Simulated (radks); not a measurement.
The caesium anion Cs-, [Xe] 6s2, held by a Watson sphere: a shell of charge +0.65 at radius R that stands for the Madelung well of a crystal (potential energy -0.65/R inside, -0.65/r outside, in hartree with lengths in bohr). All-electron calculation, scalar-relativistic Kohn-Sham, LDA (Slater exchange, Perdew-Wang correlation), spin-polarised, spherical densities, finite nucleus; Fermi nuclear charge, rms radius of each element as measured or else 0.836 A^(1/3) + 0.57 fm. Program: a radial shooting solver on a logarithmic mesh with Libxc functionals. Response by self-consistent Sternheimer equations with the Hartree and adiabatic LDA kernel, the relativistic mass of each level held fixed and spin-orbit coupling left out. The sphere does not respond.

R (bohr) = 3.57: e(5s) (eV) -26.117; e(5p) (eV) -12.889; e(6s) (eV) -1.610; <r> 6s (bohr) 5.374; sum of <r^2> (bohr^2) 117.8; X-ray form factor at sin(theta)/lambda = 0.3 1/angstrom 37.944; alpha (bohr^3) 409.4
R (bohr) = 3.77: e(5s) (eV) -25.958; e(5p) (eV) -12.730; e(6s) (eV) -1.600; <r> 6s (bohr) 5.408; sum of <r^2> (bohr^2) 118.7; X-ray form factor at sin(theta)/lambda = 0.3 1/angstrom 37.944; alpha (bohr^3) 418.2
R (bohr) = 3.79: e(5s) (eV) -25.943; e(5p) (eV) -12.715; e(6s) (eV) -1.599; <r> 6s (bohr) 5.412; sum of <r^2> (bohr^2) 118.7; X-ray form factor at sin(theta)/lambda = 0.3 1/angstrom 37.944; alpha (bohr^3) 419.2
R (bohr) = 4.88: e(5s) (eV) -25.397; e(5p) (eV) -12.153; e(6s) (eV) -1.508; <r> 6s (bohr) 5.662; sum of <r^2> (bohr^2) 125.0; X-ray form factor at sin(theta)/lambda = 0.3 1/angstrom 37.939; alpha (bohr^3) 494.7
R (bohr) = 6.05: e(5s) (eV) -25.135; e(5p) (eV) -11.877; e(6s) (eV) -1.376; <r> 6s (bohr) 5.961; sum of <r^2> (bohr^2) 132.9; X-ray form factor at sin(theta)/lambda = 0.3 1/angstrom 37.935; alpha (bohr^3) 611.6
